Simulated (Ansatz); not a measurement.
The same path of FH₇OSSi₃ (13 atoms, charge 0, multiplicity 1) was run twice with different band settings. The coordinate that changes most is the dihedral F3–Si2–S5–Si6.

Method: RKS PBE-D4/def2-SVP in Ansatz.

Relaxed end points:

```xyz
13
Properties=species:S:1:pos:R:3
O -2.195 1.472 -0.029
Si -0.911 0.415 0.004
F -1.144 -0.751 1.150
Si -0.711 -0.606 -2.089
S 0.884 1.468 0.586
Si 1.879 -0.151 1.644
H -2.253 2.087 0.726
H -1.961 -1.356 -2.459
H -0.426 0.448 -3.121
H 0.445 -1.566 -2.028
H 1.818 -1.422 0.846
H 1.292 -0.372 3.007
H 3.305 0.300 1.777
```

```xyz
13
Properties=species:S:1:pos:R:3
O -1.905 0.948 0.171
Si -0.998 -0.320 0.765
F -1.841 -1.122 1.922
Si -0.546 -1.738 -1.042
S 0.760 0.345 1.835
Si 1.789 1.383 0.227
H -2.051 1.688 0.789
H -1.816 -2.166 -1.723
H 0.326 -1.004 -2.025
H 0.193 -2.947 -0.540
H 0.811 2.157 -0.611
H 2.545 0.427 -0.653
H 2.754 2.315 0.898
```

Common settings: spring 5.0 eV/Å²; optimiser quadratic models (default); start path IDPP; force threshold 0.03 eV/Å; iteration limit 60; end points relaxed.

| run | movable images | climbing image |
| --- | --- | --- |
| 1 | 5 | yes |
| 2 | 8 | no |

Problem. What does each run give, and how far can it be trusted?

Solution. Run 1: converged after 16 iterations, highest image 0.113 eV above the first end. A vibrational analysis at the climbing image gives one clearly imaginary mode, 58i cm⁻¹: a first-order saddle point.
Run 2: converged after 12 iterations, highest image 0.111 eV above the first end. No image climbed, so the highest image needn't sit at the top of the path.
